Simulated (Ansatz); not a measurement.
`BC#CBO`, charge 0, multiplicity 1.

Task: Give a relaxed structure at PBE0-D4/def2-TZVP (Ansatz). (Best estimate.)

Result: The calculation gave: 
```xyz
9

B     2.146   -1.286    0.436
C     0.896   -0.503    0.224
C    -0.132    0.132    0.038
B    -1.387    0.968   -0.114
O    -2.210    0.744   -1.162
H     2.115   -2.288    1.083
H     3.172   -0.906   -0.042
H    -1.624    1.814    0.702
H    -2.974    1.325   -1.166
```
Point group Cs.
This is one stationary point; other conformers may exist.
